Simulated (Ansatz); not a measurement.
## Relative energy of two structures of FGeH3LiN

We compare X, a singlet given by its coordinates, with Y, a singlet given by its coordinates. Both are isolated molecules in the gas phase, relaxed with B3LYP-D3(BJ)/6-311G**.

X (Å):

```xyz
7

F     1.4199   -2.2041   -2.6777
Ge    0.5612   -0.8985   -1.2421
Li   -0.1562   -2.7416   -2.7305
N     0.9678    0.7925   -1.8367
H     1.7738   -1.0432   -0.2522
H     1.9024    1.1715   -1.7870
H     0.4174    1.2336   -2.5579
```

Close contacts (Å): F1–Ge2 2.12, F1–Li3 1.67, Ge2–Li3 2.48, Ge2–N4 1.84, Ge2–H5 1.57, N4–H6 1.01, N4–H7 1.01.

Y (Å):

```yaml
atoms:
  - { symbol: F, position_ang: [1.4858, -0.9918, -3.8307] }
  - { symbol: Ge, position_ang: [1.0891, -0.0594, -2.3493] }
  - { symbol: Li, position_ang: [1.6349, -1.8137, 0.1253] }
  - { symbol: N, position_ang: [0.5005, -1.1036, -1.0126] }
  - { symbol: H, position_ang: [-0.4857, -1.3129, -1.1379] }
  - { symbol: H, position_ang: [2.4626, 0.5262, -1.9441] }
  - { symbol: H, position_ang: [0.1217, 1.0152, -2.8855] }
```

Close contacts (Å): F1–Ge2 1.79, Ge2–Li3 3.08, Ge2–N4 1.80, Li3–N4 1.76, Ge2–H6 1.55, Ge2–H7 1.54, N4–H5 1.02.

Problem. Estimate which is lower in electronic energy at CCSD(T)/def2-TZVP, and by roughly how much.

Solution. The CCSD(T)/def2-TZVP calculation puts structure X lower, by 6.8 kcal/mol.

How the difference moves with the method:

```tsv
level	geometry	E(Y) − E(X) (kcal/mol)	departure from the last row (kcal/mol)	job, with rough time for the two
B3LYP-D3(BJ)/6-311G**	B3LYP-D3(BJ)/6-311G**	+16.9	+10.2	optimisation, 28 s
HF/def2-TZVP	B3LYP-D3(BJ)/6-311G**	+7.1	+0.4	part of the CCSD(T) run
MP2/def2-TZVP	B3LYP-D3(BJ)/6-311G**	+5.1	−1.6	part of the CCSD(T) run
CCSD(T)/def2-TZVP	B3LYP-D3(BJ)/6-311G**	+6.8		single point, 59 s
```

None of the levels shown reverses the order. The largest departure from CCSD(T)/def2-TZVP is that of B3LYP-D3(BJ)/6-311G**, 10.2 kcal/mol. Levels run at GFN2-xTB geometries aren't shown.

With harmonic frequencies from B3LYP-D3(BJ)/6-311G** (ideal gas, rigid rotor, one conformer each, 298.15 K, 1 atm): the zero-point term adds −1.9 kcal/mol; ΔH is +4.6 and ΔG +4.7 kcal/mol.

The correlated steps freeze 11 core orbitals; the filled d shell of Ge is correlated; the last core shell of Li is correlated, in a basis made for valence electrons. Run with Ansatz 0.2.0; the last row on 2 threads of Arm Neoverse V2 on a shared host.
